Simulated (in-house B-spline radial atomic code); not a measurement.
Configurations of Sm⁴⁺, with energies counted from [Xe] 4f4. Method: scalar-relativistic (X2C) LC-wPBE, spin-polarised, spherical fractional occupations, exact exchange averaged over the configuration, Fermi nucleus of rms radius 5.0819 fm. Calculated with a radial B-spline atomic code at the basis-set limit. Shells without spins written out take the highest spin.

Occupations are held fixed; configurations that lie above the ionisation limit could autoionise.

```json
{"configuration": "[Xe] 4f3 6s1", "E - E(ref) (eV)": "26.274", "highest orbital": "6s up", "its <r> (bohr)": "2.828"}
{"configuration": "[Kr] 4d10 4f4 5s2 5p5 5d1", "E - E(ref) (eV)": "26.436", "highest orbital": "5d up", "its <r> (bohr)": "1.938"}
{"configuration": "[Kr] 4d10 4f4 5s2 5p5 6s1", "E - E(ref) (eV)": "33.842", "highest orbital": "6s up", "its <r> (bohr)": "2.848"}
{"configuration": "[Kr] 4d9 4f4 5s2 5p6 6p1", "E - E(ref) (eV)": "159.07", "highest orbital": "6p up", "its <r> (bohr)": "3.242"}
```

Problem. Order these further configurations by energy, lowest first.
A. [Xe] 4f3 6p1
B. [Xe] 4f3 5d1
C. [Kr] 4d10 4f4 5s2 5p5 6d1
D. [Xe] 4f3 6d1
E. [Kr] 4d10 4f4 5s2 5p5 6p1

Solution. B (18.578 eV), A (32.753 eV), E (40.274 eV), D (41.108 eV), C (48.559 eV).
